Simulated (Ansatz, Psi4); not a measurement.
The Psi4 input:
```
memory 2 GB

molecule mol {
0 2
  C    -0.155513   -0.245603   -1.754671
  N     0.063062    0.086096   -0.427851
  C     1.006373   -0.676261    0.349592
  C     2.232117    0.168519    0.710246
  C    -0.983138    0.773453    0.281372
  C    -2.181430   -0.123759    0.613719
  H    -0.756860    0.445792   -2.316716
  H     0.656089   -0.732823   -2.261878
  H     1.326396   -1.546326   -0.228762
  H     0.534305   -1.037656    1.270763
  H     2.722957    0.516495   -0.194941
  H     1.939249    1.035994    1.296941
  H     2.938231   -0.421234    1.289154
  H    -0.563285    1.185263    1.203725
  H    -1.325327    1.606649   -0.339873
  H    -2.587906   -0.542299   -0.303326
  H    -1.881023   -0.942822    1.263193
  H    -2.954714    0.452201    1.115126
}

set basis sto-3g
set reference uks
set scf_type pk
set puream true
set d_convergence 1e-8
set dft_radial_points 99
set dft_spherical_points 590

energy('b3lyp')
print_variables()
```

Q: Write the same job for Ansatz (a first-principles code).

A: One answer among several that fit: 
Ansatz 0.2 input:
```yaml
crystal:
  periodic: [false, false, false]
  atoms:
    - {symbol: C, position_ang: [-0.15551325, -0.24560314, -1.75467099]}
    - {symbol: N, position_ang: [0.06306170, 0.08609571, -0.42785088]}
    - {symbol: C, position_ang: [1.00637347, -0.67626077, 0.34959213]}
    - {symbol: C, position_ang: [2.23211747, 0.16851908, 0.71024644]}
    - {symbol: C, position_ang: [-0.98313798, 0.77345311, 0.28137186]}
    - {symbol: C, position_ang: [-2.18143035, -0.12375894, 0.61371895]}
    - {symbol: H, position_ang: [-0.75686024, 0.44579200, -2.31671610]}
    - {symbol: H, position_ang: [0.65608945, -0.73282276, -2.26187803]}
    - {symbol: H, position_ang: [1.32639584, -1.54632624, -0.22876173]}
    - {symbol: H, position_ang: [0.53430535, -1.03765612, 1.27076250]}
    - {symbol: H, position_ang: [2.72295681, 0.51649522, -0.19494052]}
    - {symbol: H, position_ang: [1.93924894, 1.03599440, 1.29694076]}
    - {symbol: H, position_ang: [2.93823080, -0.42123390, 1.28915438]}
    - {symbol: H, position_ang: [-0.56328491, 1.18526270, 1.20372455]}
    - {symbol: H, position_ang: [-1.32532720, 1.60664863, -0.33987297]}
    - {symbol: H, position_ang: [-2.58790607, -0.54229888, -0.30332560]}
    - {symbol: H, position_ang: [-1.88102301, -0.94282199, 1.26319282]}
    - {symbol: H, position_ang: [-2.95471387, 0.45220111, 1.11512572]}
basis:
  gaussian:
    orbitals: STO-3G
hamiltonian:
  xc: b3lyp
magnetization: {spin_polarized: true, initial_magnetization: 1}
accuracy: high
```

Both were run: Psi4 gave -249.354916 Eh and Ansatz -249.354916 Eh, 0.000 mEh apart.
